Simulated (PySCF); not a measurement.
Job file and geometry (Å, from PBE0-D3(BJ)/def2-TZVP) of an NMR shielding run on `F[B-](F)(F)F`, [BF$_{4}$]-, GIAO wB97X-D/pcSseg-2 NMR shielding, non-relativistic, gas phase in PySCF; density fitting, a coarse starting grid and PySCF grid level 2 are the driver's defaults:

```
$ OMP_NUM_THREADS=1 python probes_run.py task.json out

{"job": {"kind": "nmr", "xc": "wB97X-D", "basis": "pcSseg-2", "pop": false}, "charge": -1, "multiplicity": 1}
F     -0.607769     0.760178     0.879932
B      0.205330    -0.047239     0.067531
F      1.019319    -0.856732     0.877077
F     -0.603440    -0.859657    -0.744057
F      1.013500     0.767400    -0.742829
```

Question: Write the output of this run.

Answer: 
```
coarse grid: 5432 points
cycle   1  E = -424.4609181826  dE =  2.940e-01  |g| = 1.015e+00  |ddm| = 1.398e+00
cycle   2  E = -424.4644095978  dE = -3.491e-03  |g| = 1.117e+00  |ddm| = 7.321e-01
cycle   3  E = -424.6181977918  dE = -1.538e-01  |g| = 3.583e-02  |ddm| = 3.436e-01
cycle   4  E = -424.6184489108  dE = -2.511e-04  |g| = 7.114e-03  |ddm| = 2.933e-02
cycle   5  E = -424.6184574431  dE = -8.532e-06  |g| = 1.633e-03  |ddm| = 4.758e-03
final grid: 57624 points
cycle   6  E = -424.6050997230  dE = -2.012e-04  |g| = 7.398e-03  |ddm| = 2.489e-02
cycle   7  E = -424.6051025079  dE = -2.785e-06  |g| = 6.262e-03  |ddm| = 5.334e-03
cycle   8  E = -424.6051070912  dE = -4.583e-06  |g| = 7.349e-04  |ddm| = 2.001e-03
cycle   9  E = -424.6051071757  dE = -8.448e-08  |g| = 2.118e-04  |ddm| = 3.898e-04
cycle  10  E = -424.6051071843  dE = -8.638e-09  |g| = 2.761e-05  |ddm| = 1.559e-04
cycle  11  E = -424.6051071846  dE = -2.635e-10  |g| = 4.403e-06  |ddm| = 3.623e-05
converged SCF energy = -424.6051071846

GIAO shielding tensors (ppm)
atom      isotropic    diamagn.    paramagn.     s11        s22        s33       span
  0 F      352.897     471.587    -118.690    326.358    326.380    405.954     79.596
  1 B      101.685     184.016     -82.332    101.678    101.685    101.691      0.013
  2 F      352.895     471.100    -118.205    326.348    326.371    405.965     79.617
  3 F      352.898     471.625    -118.727    326.372    326.385    405.937     79.565
  4 F      352.894     471.324    -118.430    326.343    326.357    405.982     79.640
```

Question: Turn these shieldings into chemical shifts. Scale: 19F (σref 184.95) against CFCl3; 11B (σref 99.58) against BF3·OEt2 (reference shieldings calculated alike).

Answer: Averaging equivalent atoms: F 0/2/3/4: -167.9; B 1: -2.1 ppm. Unscaled 19F shifts against computed CFCl3 carry errors that often reach 10 to 50 ppm.

Size and cost of the density-fitted run: 180 basis functions, 10 s wall time on 1 thread of an Arm Neoverse V1, shared host; peak memory 0.75 GiB.
